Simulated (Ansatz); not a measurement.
Consider the formal loss of a carbene: `C[S][Ge][Cl]` → `[CH2]` (triplet) + `[SH][Ge][Cl]`.

Gas-phase electronic energies from Ansatz, PBE0-D4/def2-TZVP geometries. CCSD(T)/CBS adds triple-zeta CCSD(T) − MP2 to the extrapolated MP2 energy (def2 sets, frozen cores). This one scheme is used for every species. DFT in def2-TZVPP. B3LYP here is the variant with VWN-RPA as its local correlation; programs differ in this. Triplets are unrestricted, without spin–orbit coupling. For Ge outer-core shells are correlated without core-valence functions, which leaves a few kJ/mol of doubt a bond. Scalar relativity is left out up to krypton. Each species was taken in one conformer, which may not be the lowest.

CCSD(T)/CBS gives +102.4 kcal/mol.

**Question.** Another level gave +98.1 kcal/mol. Which?
A. B3LYP/def2-TZVPP
B. CCSD(T)/def2-TZVPP
C. ωB97M-V/def2-TZVPP
D. r2SCAN0-D4/def2-TZVPP

**Answer.** A. B3LYP 98.1, ωB97M-V 102.2, r2SCAN0-D4 95.9, CCSD(T)/def2-TZVPP 99.0 kcal/mol.

**Question.** What do rigid-rotor, harmonic-oscillator terms from PBE0-D4/def2-TZVP frequencies (298.15 K, 1 bar) make of the CCSD(T)/CBS value? (An estimate is asked.)

**Answer.** Computed: ΔZPE = -7.8 kcal/mol, ΔH = +95.9 kcal/mol, ΔS = 149 J/(mol·K), ΔG = +85.3 kcal/mol. Open shells count their whole term as degenerate. Modes under 50 cm⁻¹ make the entropy rough.

Largest T1 diagnostic among the species: 0.014.

At CCSD(T), def2-SVP lies −6.6 kcal/mol from the extrapolated value and def2-TZVPP −3.3 kcal/mol. From r2SCAN to r2SCAN0 (25 % exact exchange), in def2-TZVPP and without D4, ΔE moves by −1.5 kcal/mol.
